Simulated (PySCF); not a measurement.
Geometries of 2 isomers of CH10Ge2OSi, from PySCF, PBE0-D3(BJ)/def2-SVP geometry optimisation, gas phase. One conformer each, no zero-point energy, no frequencies.

Task: Which isomer lies lower at this level?
A.
```xyz
15
angstrom
Si     1.899    1.095   -0.254
C      1.822   -0.640    0.482
Ge     0.585   -1.796   -0.488
O     -0.719   -0.753   -1.116
Ge    -2.168   -0.129   -0.302
H      2.084    1.029   -1.735
H      3.053    1.848    0.330
H      0.650    1.856    0.051
H      2.826   -1.095    0.457
H      1.515   -0.576    1.538
H     -0.032   -2.884    0.422
H      1.250   -2.413   -1.728
H     -2.690    1.020   -1.175
H     -1.791    0.377    1.109
H     -3.210   -1.261   -0.187
```
B.
```xyz
15
angstrom
Ge     2.976   -0.250    0.193
C      1.272    0.695   -0.001
Si    -0.238   -0.383    0.186
O     -1.597    0.543   -0.039
Ge    -3.346    0.233   -0.130
H      3.049   -0.942    1.568
H      4.146    0.745    0.075
H      3.118   -1.320   -0.907
H      1.234    1.498    0.753
H      1.252    1.176   -0.993
H     -0.255   -1.000    1.552
H     -0.202   -1.495   -0.819
H     -3.830   -0.280    1.239
H     -3.605   -0.817   -1.227
H     -3.991    1.580   -0.481
```

Result: B. That is `[GeH3][O][SiH2][CH2][GeH3]`, 13.6 kcal/mol below the other.

| SMILES | atoms numbered as above | E (Eh) | relative (kcal/mol) | relative (kJ/mol) | dipole (D) |
| --- | --- | --- | --- | --- | --- |
| [GeH3][CH2][SiH2][O][GeH3] | [GeH3:1][CH2:2][SiH2:3][O:4][GeH3:5] | -4561.41772 | 0.0 | 0.0 | 1.04 |
| [SiH3][CH2][GeH2][O][GeH3] | [SiH3:1][CH2:2][GeH2:3][O:4][GeH3:5] | -4561.39612 | 13.6 | 56.7 | 1.58 |

As drawn, the lower has an Si–O bond, which the higher lacks.
